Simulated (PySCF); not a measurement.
The dipole of `C[C@@H](SC)CC(C)(C)C` from its density and from atomic charges.

Coordinates (GFN2-xTB, Å) and charges (e) from the PBE0/pcSseg-1 density (PySCF):

| atom | x | y | z | Mulliken | IAO | Hirshfeld | ESP-fitted |
| --- | --- | --- | --- | --- | --- | --- | --- |
| C1 | 2.745 | 1.187 | -0.211 | -0.3792 | -0.5046 | -0.1211 | -0.2719 |
| S2 | 2.124 | 0.011 | 1.023 | -0.0554 | +0.0553 | +0.0123 | -0.3029 |
| C3 | 0.997 | -1.060 | 0.043 | -0.4276 | -0.1725 | -0.0185 | +0.2415 |
| C4 | 1.800 | -1.843 | -0.990 | -0.1839 | -0.4179 | -0.1250 | -0.5104 |
| C5 | -0.172 | -0.335 | -0.619 | -0.0565 | -0.2544 | -0.0706 | -0.4995 |
| C6 | -1.280 | 0.258 | 0.275 | -0.6105 | +0.0596 | +0.0284 | +0.7933 |
| C7 | -2.459 | 0.609 | -0.642 | -0.1447 | -0.4133 | -0.1192 | -0.6065 |
| C8 | -0.820 | 1.534 | 0.982 | -0.1498 | -0.4217 | -0.1310 | -0.5399 |
| C9 | -1.751 | -0.757 | 1.319 | -0.1613 | -0.4175 | -0.1196 | -0.6185 |
| H10 | 3.430 | 1.841 | 0.318 | +0.1541 | +0.1700 | +0.0528 | +0.1781 |
| H11 | 1.923 | 1.770 | -0.616 | +0.1456 | +0.1456 | +0.0408 | +0.0856 |
| H12 | 3.275 | 0.660 | -0.998 | +0.1454 | +0.1494 | +0.0420 | +0.1070 |
| H13 | 0.632 | -1.753 | 0.803 | +0.1594 | +0.1481 | +0.0414 | +0.1071 |
| H14 | 2.110 | -1.200 | -1.811 | +0.1105 | +0.1337 | +0.0379 | +0.1654 |
| H15 | 1.194 | -2.648 | -1.403 | +0.1159 | +0.1397 | +0.0413 | +0.1308 |
| H16 | 2.685 | -2.278 | -0.532 | +0.1267 | +0.1499 | +0.0360 | +0.1284 |
| H17 | -0.645 | -1.071 | -1.278 | +0.1130 | +0.1276 | +0.0361 | +0.1127 |
| H18 | 0.217 | 0.458 | -1.263 | +0.1120 | +0.1220 | +0.0324 | +0.1415 |
| H19 | -3.249 | 1.094 | -0.074 | +0.1074 | +0.1344 | +0.0379 | +0.1392 |
| H20 | -2.142 | 1.288 | -1.432 | +0.1037 | +0.1320 | +0.0366 | +0.1186 |
| H21 | -2.870 | -0.285 | -1.105 | +0.1030 | +0.1305 | +0.0356 | +0.1331 |
| H22 | 0.017 | 1.333 | 1.644 | +0.1409 | +0.1466 | +0.0145 | +0.1256 |
| H23 | -1.634 | 1.943 | 1.577 | +0.1007 | +0.1300 | +0.0348 | +0.1025 |
| H24 | -0.521 | 2.289 | 0.258 | +0.0972 | +0.1247 | +0.0324 | +0.1299 |
| H25 | -1.976 | -1.715 | 0.854 | +0.1030 | +0.1299 | +0.0360 | +0.1277 |
| H26 | -2.654 | -0.396 | 1.806 | +0.1105 | +0.1374 | +0.0398 | +0.1430 |
| H27 | -0.995 | -0.906 | 2.085 | +0.1198 | +0.1355 | +0.0367 | +0.1383 |

Question: Compute μ = Σ q r for each scheme (1 e·Å = 4.803 D) and compare with the dipole of the full density.

Answer: The full density gives (-0.38, -0.01, -1.53) D, 1.58 D in size; dipole vectors point from the negative to the positive end.

```tsv
scheme	μx	μy	μz	size (D)	share of the full size (%)	angle to the full dipole (°)
Mulliken	-0.05	0.32	-1.46	1.50	95	18
IAO	-0.07	-0.27	-0.38	0.48	30	35
Hirshfeld	0.38	-0.25	-0.36	0.58	37	63
ESP-fitted	-0.33	0.00	-1.57	1.60	101	2
```

Question: Which set comes closest?

Answer: Length of the difference vector: ESP-fitted 0.07 D, Mulliken 0.48 D, IAO 1.22 D, Hirshfeld 1.42 D. Closest: ESP-fitted. The schemes that divide the density aren't constrained to reproduce the dipole.

Question: What is left for the Hirshfeld atoms' own dipoles?

Answer: The shares of the density sum to the whole, so what Σ q r misses lies in dipoles about the nuclei. The atomic dipoles sum to (-0.38, -0.01, -1.53) − (0.38, -0.25, -0.36) = (-0.76, 0.24, -1.17) D, 1.42 D in size.

Question: With the origin at the mean of the coordinates, (-0.001, 0.001, 0.000) Å, which are the largest single terms, by size, of the Mulliken dipole along the direction of the full one?

Answer: H22 -1.09, H27 -1.02, H20 +0.95, H21 +0.88, C1 +0.86 D; all 27 atoms together +1.43 D. The single terms depend on the origin, their sum doesn't.

Question: Give the size of the full dipole in other units.

Answer: 1.58 D = 0.621 au = 0.329 e·Å = 5.26 × 10⁻³⁰ C·m.

One conformer (not necessarily the lowest) at the GFN2-xTB geometry, without solvent, vibrations or thermal averaging.

Shape of the structure used: `[CH3:1][S:2][C@H:3]([CH3:4])[CH2:5][C:6]([CH3:7])([CH3:8])[CH3:9]`: C1–S2–C3–C4 65°, S2–C3–C5–C6 -68°, C3–C5–C6–C7 -167°.
